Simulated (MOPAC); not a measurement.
MOPAC input (PM3):

```
PM3 1SCF GEO-OK AUX(PRECISION=9) THREADS=1
C2HF3O

O     1.72672300 1   -0.86871500 1   -0.67641100 1
C     1.18174900 1    0.10347800 1   -0.25439100 1
C    -0.31702500 1    0.12818000 1    0.11483300 1
F    -0.44622200 1    0.46472800 1    1.41214200 1
F    -0.91571300 1   -1.03781800 1   -0.08897600 1
F    -0.93666200 1    1.07162700 1   -0.61928200 1
H     1.68524700 1    1.07293500 1   -0.08631900 1
```

Output:

```
 *******************************************************************************
 **                                                                           **
 **                              MOPAC v23.2.5                                **
 **                                                                           **
 *******************************************************************************
 ** MOPAC's Digital Object Identifier: https://doi.org/10.5281/zenodo.6511958 **
 **                                                                           **
 ** Please cite the open-source release paper for use of this MOPAC version:  **
 ** J. E. Moussa and J. J. P. Stewart (2026)                                  **
 ** MOPAC: An open-source semiempirical molecular orbital program             **
 ** J. Open Source Softw., 11(119), 8025, https://doi.org/10.21105/joss.08025 **
 *******************************************************************************

                              PM3 CALCULATION RESULTS

 *******************************************************************************
 *  PM3        - The PM3 Hamiltonian to be used
 *  GEO-OK     - OVERRIDE INTERATOMIC DISTANCE AND OTHER SAFETY CHECKS
 *  1SCF       - DO 1 SCF AND THEN STOP
 *  AUX        - OUTPUT AUXILIARY INFORMATION
 *******************************************************************************
PM3 1SCF GEO-OK AUX(PRECISION=9) THREADS=1
 C2HF3O

   ATOM   CHEMICAL          X               Y               Z
  NUMBER   SYMBOL      (ANGSTROMS)     (ANGSTROMS)     (ANGSTROMS)

     1       O          1.72672300  *  -0.86871500  *  -0.67641100  *
     2       C          1.18174900  *   0.10347800  *  -0.25439100  *
     3       C         -0.31702500  *   0.12818000  *   0.11483300  *
     4       F         -0.44622200  *   0.46472800  *   1.41214200  *
     5       F         -0.91571300  *  -1.03781800  *  -0.08897600  *
     6       F         -0.93666200  *   1.07162700  *  -0.61928200  *
     7       H          1.68524700  *   1.07293500  *  -0.08631900  *

          CARTESIAN COORDINATES

    NO.       ATOM           X           Y           Z

     1         O          1.7267     -0.8687     -0.6764
     2         C          1.1817      0.1035     -0.2544
     3         C         -0.3170      0.1282      0.1148
     4         F         -0.4462      0.4647      1.4121
     5         F         -0.9157     -1.0378     -0.0890
     6         F         -0.9367      1.0716     -0.6193
     7         H          1.6852      1.0729     -0.0863

  H: (PM3): J. J. P. STEWART, J. COMP. CHEM. 10, 209 (1989).
  C: (PM3): J. J. P. STEWART, J. COMP. CHEM. 10, 209 (1989).
  O: (PM3): J. J. P. STEWART, J. COMP. CHEM. 10, 209 (1989).
  F: (PM3): J. J. P. STEWART, J. COMP. CHEM. 10, 209 (1989).

           Empirical Formula: C2 H O F3  =     7 atoms

      MOLECULAR POINT GROUP   :   Cs

      RHF CALCULATION, NO. OF DOUBLY OCCUPIED LEVELS = 18

 -------------------------------------------------------------------------------
 PM3 1SCF GEO-OK AUX(PRECISION=9) THREADS=1
 C2HF3O

     1SCF WAS SPECIFIED, SO BFGS WAS NOT USED
     SCF FIELD WAS ACHIEVED

                              PM3 CALCULATION
                                                       MOPAC v23.2.5 Linux

          FINAL HEAT OF FORMATION =       -187.63393 KCAL/MOL =    -785.06038 KJ/MOL

          COSMO AREA              =        104.02 SQUARE ANGSTROMS
          COSMO VOLUME            =         88.33 CUBIC ANGSTROMS

          IONIZATION POTENTIAL    =         11.746672 EV
          HOMO LUMO ENERGIES (EV) =        -11.747 -0.412
          NO. OF FILLED LEVELS    =         18
          MOLECULAR WEIGHT        =         98.0245         POINT GROUP:  Cs

          MOLECULAR DIMENSIONS (Angstroms)

            Atom       Atom       Distance
            H     7    F     5     3.34967
            O     1    F     6     3.18547
            F     4    O     1     2.04525

          SCF CALCULATIONS        =          1

   ATOM   CHEMICAL          X               Y               Z
  NUMBER   SYMBOL      (ANGSTROMS)     (ANGSTROMS)     (ANGSTROMS)

     1       O          1.72672300  *  -0.86871500  *  -0.67641100  *
     2       C          1.18174900  *   0.10347800  *  -0.25439100  *
     3       C         -0.31702500  *   0.12818000  *   0.11483300  *
     4       F         -0.44622200  *   0.46472800  *   1.41214200  *
     5       F         -0.91571300  *  -1.03781800  *  -0.08897600  *
     6       F         -0.93666200  *   1.07162700  *  -0.61928200  *
     7       H          1.68524700  *   1.07293500  *  -0.08631900  *

                             CARTESIAN COORDINATES

   1    O        1.726723000    -0.868715000    -0.676411000
   2    C        1.181749000     0.103478000    -0.254391000
   3    C       -0.317025000     0.128180000     0.114833000
   4    F       -0.446222000     0.464728000     1.412142000
   5    F       -0.915713000    -1.037818000    -0.088976000
   6    F       -0.936662000     1.071627000    -0.619282000
   7    H        1.685247000     1.072935000    -0.086319000

           Empirical Formula: C2 H O F3  =     7 atoms

      MOLECULAR POINT GROUP   :   Cs

                  EIGENVALUES
 -39.65176 -33.84563 -25.69459 -25.11747 -24.68925 -20.10508 -19.84318 -19.47463
 -19.40655 -17.85333 -17.51583 -17.21537 -16.85608 -16.56306 -16.51313 -15.84460
 -15.43288 -11.74667  -0.41220   0.57386   1.84062   2.44424   2.50610   2.94817
   5.58484

              NET ATOMIC CHARGES AND DIPOLE CONTRIBUTIONS

  ATOM NO.   TYPE          CHARGE      No. of ELECS.   s-Pop       p-Pop
    1          O          -0.216886        6.2169     1.85164     4.36524
    2          C           0.229924        3.7701     1.21416     2.55591
    3          C           0.260757        3.7392     1.19595     2.54330
    4          F          -0.125663        7.1257     1.76783     5.35783
    5          F          -0.106730        7.1067     1.75238     5.35435
    6          F          -0.125663        7.1257     1.76783     5.35783
    7          H           0.084262        0.9157     0.91574
 DIPOLE           X         Y         Z       TOTAL
 POINT-CHG.     1.095     1.219     0.100     1.642
 HYBRID        -0.094     0.207     0.084     0.242
 SUM            1.002     1.426     0.184     1.752

          ATOMIC ORBITAL ELECTRON POPULATIONS

     Atom    s        px        py        pz
    1  O   1.85164   1.70184   1.41398   1.24942
    2  C   1.21416   0.86968   0.91685   0.76939
    3  C   1.19595   0.94073   0.79887   0.80370
    4  F   1.76783   1.97254   1.93570   1.44959
    5  F   1.75238   1.86350   1.53666   1.95420
    6  F   1.76783   1.86134   1.69301   1.80348
    7  H   0.91574

 **********************
 *                    *
 * JOB ENDED NORMALLY *
 *                    *
 **********************

 == MOPAC DONE ==
```

The geometry given is a B3LYP-D3(BJ)/def2-TZVP minimum.
